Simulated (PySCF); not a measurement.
C2H7BCl (charge -1).
SMILES with atom numbers: `[CH3:1][BH2-:2][CH2:3][Cl:4]` (hydrogens: H5, H6, H7 on C1; H8, H9 on B2; H10, H11 on C3)

Method: PySCF 2.14.0, PBE0-D3(BJ)/def2-SVP geometry optimisation, gas phase; density fitting, grid level 1; the optimiser is geomeTRIC in internal coordinates, started from a GFN2-xTB structure with every atom displaced at random (about 0.03 Å).

Step 0: E = -15374.0666 eV
```
atom  x, y, z in Å  |  force x, y, z in eV/Å
C1     -1.3411   -0.0832   -0.0677   -1.948   3.416  -0.765
B2      0.0768   -0.7088   -0.1071    1.732  -0.111   0.474
C3      1.0893    0.5353    0.1467    1.262  -1.157   2.416
Cl4     2.9794    0.0852    0.0960   -0.929   0.228  -0.005
H5     -1.5612    0.6740   -0.9386    0.450  -0.995   1.004
H6     -1.5985    0.5663    0.8353    0.371  -0.677  -0.458
H7     -2.1595   -0.7677   -0.1569   -0.921  -1.016  -0.004
H8      0.3642   -1.1906   -1.1961   -0.075  -0.409  -0.303
H9      0.1907   -1.5049    0.8444    0.144  -0.235  -0.120
H10     1.0579    1.3414   -0.5322   -0.116   1.313  -1.294
H11     1.0109    0.9729    1.1948    0.032  -0.357  -0.945
```

**Question.** Estimate the geometry and energy of step 1. (The exact step hangs on the optimiser's Hessian estimate; all steps are aligned on step 0, rigid shifts and turns removed.)

**Answer.** E = -15374.4014 eV, largest force 0.879 eV/Å
```
atom  x, y, z in Å  |  force x, y, z in eV/Å
C1     -1.4006   -0.0532   -0.0821   -0.627   0.565  -0.247
B2      0.1004   -0.6906   -0.0934    0.256   0.146   0.133
C3      1.1401    0.5406    0.1732    0.682  -0.124   0.094
Cl4     2.9695    0.0818    0.1118   -0.427   0.021   0.010
H5     -1.5961    0.6662   -0.9152    0.182  -0.160   0.052
H6     -1.6449    0.5437    0.8245    0.114  -0.156   0.087
H7     -2.2203   -0.7934   -0.1718    0.124  -0.134   0.049
H8      0.3661   -1.2068   -1.1931   -0.055  -0.129  -0.026
H9      0.2201   -1.5155    0.8371    0.031  -0.086  -0.086
H10     1.1089    1.3676   -0.5555   -0.165   0.004  -0.031
H11     1.0657    0.9793    1.1832   -0.115   0.052  -0.035
```

The energy changes by -0.3348 eV. The first-order estimate −F·Δx gives -0.5881 eV and the mean of the old and new forces, exact on a quadratic surface, -0.3385 eV. The step makes an angle of 55° with the force vector and moves no atom by more than 0.068 Å.

The cost below is that of the whole optimisation. Time: 24 s wall; peak memory 0.37 GiB. Hardware: one thread, Arm Neoverse V1 (aarch64), shared host with 32 logical CPUs at a one-minute load of 14.
